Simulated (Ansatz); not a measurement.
Basis-set extrapolation for `C[O][AlH][O]C` (PBE0-D4/def2-TZVP geometry, frozen core, the Gaussian-basis code of Ansatz). Multiplicity 1, RHF reference.

|  | def2-TZVPP | def2-QZVPP |
| --- | --- | --- |
| HF | -471.646441 | -471.665481 |
| MP2 correlation | -0.900703 | -0.967482 |
| CCSD(T) correlation | -0.971182 | not run |

Energies in hartree. Use E(X) = E(∞) + A·exp(−7.88·√X) for Hartree–Fock and E(X) = E(∞) + B·X^(−2.97) for correlation, with X = 3 and 4, and add CCSD(T) minus MP2 of the smaller set to the MP2 limit.

Problem. What is the CCSD(T) energy at the basis-set limit?

Solution. HF limit: -471.665481 + (-0.019040) × 0.13774 = -471.66810. MP2 limit: -0.967482 + (-0.066779) × 0.74074 = -1.01695. Higher-order term: -0.971182 − (-0.900703) = -0.07048. Total: -472.75553 hartree, 362.1 kJ/mol below CCSD(T)/def2-TZVPP.
